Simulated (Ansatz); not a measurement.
WSe₂⁺. Charge 1, multiplicity 4. Geometry PBE0-D4/def2-TZVP; atoms count from 1.

Cartesian coordinates in Å:
```
W 0.5952 -0.6761 -1.1026
Se -0.8332 1.0432 -0.1702
Se 0.2379 -0.3671 1.2728
```

In the def2 sets W takes a core potential; there is no spin–orbit coupling. The charge 1 quartet is spin-contaminated (final ⟨S²⟩ up to 4.30, 3.75 for a pure state). The structure comes from a short search, and lower isomers may exist.

(1) Estimate the Mulliken populations from the PBE0/def2-TZVP orbitals of Ansatz.

(2) Where does the spin sit?

(3) And the Mayer bond orders between heavy atoms (over 0.3)?

Answers

(1) 
```
atom  charge (e)  spin (α − β)  d electrons
  W1        0.85          3.85         4.41
 Se2        0.07         -0.43            –
 Se3        0.07         -0.43            –
```
Mulliken values depend strongly on the basis.

(2) Summed by element: W 3.85, Se -0.85, of 3 unpaired in all. Largest on single atoms: W1 3.85, Se2 -0.43, Se3 -0.43.

(3) W1–Se2 1.23 (2.42 Å); W1–Se3 1.23 (2.42 Å); Se2–Se3 1.33 (2.28 Å).
